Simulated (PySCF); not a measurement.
Exercise with solution: oscillator strength and radiative lifetime

B(Cl)(F)(NCO) (CBClFNO), SMILES C(=O)=NB(Cl)F.

Coordinates come from a B3LYP-D3(BJ)/def2-SVP optimisation. One conformer was computed; it need not be the lowest.

PySCF with TDA-B3LYP/def2-SVPD puts the first singlet state with f over 0.02 at 6.82 eV (vertical), with the transition dipole (-0.211, -0.894, 0.000) in atomic units.

### Question
Find the oscillator strength, the wavelength and the radiative lifetime that this transition would have in vacuum if emission retraced absorption.

### Answer

|μ|² = 0.8438 au, so |μ| = 2.33 D. ΔE = 6.82/27.211 = 0.2506 hartree. f = (2/3) ΔE |μ|² = 0.141 (the program prints 0.141).
λ = 1239.84/6.82 = 182 nm; ν = 55007 cm⁻¹.
Einstein's coefficient A = 0.6670 ν² f s⁻¹ (ν in cm⁻¹) = 2.8e8 s⁻¹, so τ = 1/A = 3.5 ns. This state is S3; the lower singlets have f = 0.000, 0.000. The figure is the radiative limit of this one transition; relaxation, internal conversion, crossing to triplets and a medium change what is measured.
